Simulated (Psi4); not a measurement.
Cl$_{4}$Ge, triplet, at a GFN2-xTB geometry (a higher spin typed on purpose: for a closed-shell molecule this is an excited state), atoms displaced at random by about 0.03 Å a coordinate; Psi4 with HF/STO-3G, gradient.

The Psi4 input:
```
memory 2 GB

molecule {
0 3
Cl   -0.62646520   -1.40297537   -1.92437579
Ge   -0.09122375   -0.50207631    0.10144695
Cl    2.08851968   -0.48082241    0.04200633
Cl   -0.60916610    1.77224262   -0.49441192
Cl   -0.67901941    1.13238687    2.03197957
symmetry c1
no_reorient
no_com
}

set {
  basis sto-3g
  reference uhf
}

gradient('scf')
print_variables()
```

It wrote (shortened):

```
gradient() will perform analytic gradient computation.

   => Loading Basis Set <=

    Name: STO-3G
    Role: ORBITAL
    Keyword: BASIS

         ---------------------------------------------------------
                                   SCF
               by Justin Turney, Rob Parrish, Andy Simmonett
                          and Daniel G. A. Smith
                              UHF Reference
         ---------------------------------------------------------

  ==> Geometry <==

    Molecular point group: c1
    Full point group: C1

    Geometry (in Angstrom), charge = 0, multiplicity = 3:

       Center              X                  Y                   Z               Mass
    ------------   -----------------  -----------------  -----------------  -----------------
         CL          -0.626465200000    -1.402975370000    -1.924375790000    34.968852682000
         GE          -0.091223750000    -0.502076310000     0.101446950000    73.921177761000
         CL           2.088519680000    -0.480822410000     0.042006330000    34.968852682000
         CL          -0.609166100000     1.772242620000    -0.494411920000    34.968852682000
         CL          -0.679019410000     1.132386870000     2.031979570000    34.968852682000

  Running in c1 symmetry.

  Rotational constants: A =      0.05354  B =      0.03302  C =      0.02661 [cm^-1]
  Rotational constants: A =   1605.05483  B =    990.06235  C =    797.67232 [MHz]
  Nuclear repulsion =  751.326154307459433

  Charge       = 0
  Multiplicity = 3
  Electrons    = 100
  Nalpha       = 51
  Nbeta        = 49

  ==> Algorithm <==

  SCF Algorithm Type is DF.
  DIIS enabled.
  MOM disabled.
  Fractional occupation disabled.
  Guess Type is SAD.
  Energy threshold   = 1.00e-08
  Density threshold  = 1.00e-08
  Integral threshold = 1.00e-12

  ==> Primary Basis <==

  Basis Set: STO-3G
    Blend: STO-3G
    Number of shells: 28
    Number of basis functions: 54
    Number of Cartesian functions: 55
    Spherical Harmonics?: true
    Max angular momentum: 2

   => Loading Basis Set <=

    Name: (STO-3G AUX)
    Role: JKFIT
    Keyword: DF_BASIS_SCF

  ==> Integral Setup <==

  SCF_SUBTYPE=INCORE selected. In-core MEM_DF algorithm will be used.
  Using in-core AOs.

  ==> MemDFJK: Density-Fitted J/K Matrices <==

    J tasked:                   Yes
    K tasked:                   Yes
    wK tasked:                   No
    Algorithm:                 Core
    Schwarz Cutoff:           1E-12
[...]
  @DF-UHF Final Energy: -3870.13073406135391
    Total Energy =                      -3870.1307340613539054
[...]
                          Rob Parrish, Justin Turney,
                       Andy Simmonett, and Alex Sokolov
         ------------------------------------------------------------

  ==> Geometry <==

    Molecular point group: c1
    Full point group: C1

    Geometry (in Angstrom), charge = 0, multiplicity = 3:

       Center              X                  Y                   Z               Mass
    ------------   -----------------  -----------------  -----------------  -----------------
         CL          -0.626465200000    -1.402975370000    -1.924375790000    34.968852682000
         GE          -0.091223750000    -0.502076310000     0.101446950000    73.921177761000
         CL           2.088519680000    -0.480822410000     0.042006330000    34.968852682000
         CL          -0.609166100000     1.772242620000    -0.494411920000    34.968852682000
         CL          -0.679019410000     1.132386870000     2.031979570000    34.968852682000

  Nuclear repulsion =  751.326154307459433

  ==> Basis Set <==

  Basis Set: STO-3G
    Blend: STO-3G
    Number of shells: 28
    Number of basis functions: 54
    Number of Cartesian functions: 55
    Spherical Harmonics?: true
    Max angular momentum: 2

  ==> DFJKGrad: Density-Fitted SCF Gradients <==

    Gradient:                    1
    J tasked:                  Yes
    K tasked:                  Yes
    wK tasked:                  No
    Integrals threads:           1
    Schwarz Cutoff:          1E-12
    Fitting Condition:       1E-10

   => Auxiliary Basis Set <=

  Basis Set: (STO-3G AUX)
    Blend: DEF2-UNIVERSAL-JKFIT
    Number of shells: 212
    Number of basis functions: 778
    Number of Cartesian functions: 991
    Spherical Harmonics?: true
    Max angular momentum: 5

  -Total Gradient:
     Atom            X                  Y                   Z
    ------   -----------------  -----------------  -----------------
       1       -0.006048158923    -0.011001625121    -0.033631767475
       2       -0.003415528079    -0.025490019849     0.058946658520
       3        0.017693359283    -0.000218116482    -0.005175707422
       4       -0.008976977668     0.040005520144    -0.008083020905
       5        0.000747305406    -0.003295758756    -0.012056162753

  Variable Map:
  ----------------------------------------------------------------------------
[...]
  Array Variable Map:
  ----------------------------------------------------------------------------
[...]
[...]
```
